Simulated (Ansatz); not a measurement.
Two structures of BH₂Cl₂OF, closed shell, reached by relaxing down either side of one saddle point (PBE0-D4/def2-TZVP). Energies are electronic, without zero-point energy. Computed with Ansatz 0.2.0 (basis: def2-TZVPP and def2-QZVPP); correlated methods freeze the cores. Extrapolation: Hartree–Fock as exp(−7.88 √X), correlation as X^−2.97. First:

```xyz
7
angstrom
B -0.5328 0.1264 -0.9225
O 0.4095 -0.2662 -0.0339
Cl -0.4156 -0.3413 -2.6060
Cl -1.8511 1.0999 -0.3487
H 0.5474 0.0459 1.7092
F 0.7307 0.1382 2.6179
H 1.1118 -0.8029 -0.4160
```

Second:

| atom | x (Å) | y (Å) | z (Å) |
| --- | --- | --- | --- |
| B1 | -0.6505 | -0.1040 | 0.1354 |
| O2 | 0.9904 | 0.1534 | 0.3272 |
| Cl3 | -0.6959 | -1.6603 | -0.8144 |
| Cl4 | -1.1754 | 1.3810 | -0.7842 |
| H5 | 1.4511 | -0.5671 | -0.1284 |
| F6 | -1.1250 | -0.1911 | 1.3800 |
| H7 | 1.2052 | 0.9881 | -0.1156 |

Q: Which bonds change from the first to the second?

A: BHCl₂O ([OH][B]([Cl])[Cl]) + HF → BCl₂F ([F][B]([Cl])[Cl]) + H₂O (still joined by a long B–O bond); bonds formed: B1–F6, O2–H5; bonds broken: H5–F6; bonds weakened to dative contacts: B1–O2.

Q: Give the saddle point's structure and its height above each. (An estimate is asked for; the value comes from the calculation.)

A: The calculation gives: 1.067 eV above the first and 1.211 eV above the second (CCSD(T) at an estimated basis limit (MP2 extrapolated from triple and quadruple zeta, plus CCSD(T) − MP2 in triple zeta)).
| atom | x (Å) | y (Å) | z (Å) |
| --- | --- | --- | --- |
| B1 | -0.4554 | 0.0821 | -0.2047 |
| O2 | 0.9804 | 0.4303 | -0.0713 |
| Cl3 | -0.7828 | -1.3262 | -1.2475 |
| Cl4 | -1.5634 | 1.4572 | -0.2664 |
| H5 | 0.6450 | -0.0889 | 1.0575 |
| F6 | -0.3620 | -0.4305 | 1.3608 |
| H7 | 1.5379 | -0.1241 | -0.6283 |

The T1 diagnostic stays at or below 0.011.

Steps of this kind, hydrogen fluoride cutting a network bond, underlie vapour etching and the fluorination step of atomic layer etching.

Labels in which every atom is bracketed show which atoms are joined, not bond orders.

For scale, one of the runs: CCSD(T)/def2-TZVPP, 205 basis functions, launched by `ansatz run in.yaml --threads 4 --pin off --events-out ev --progress --plain --max-ram 9574MiB`. The run took 57 s on 4 CPU threads of an Arm Neoverse V2 (shared host), with 2.7 GiB of host memory at its peak.
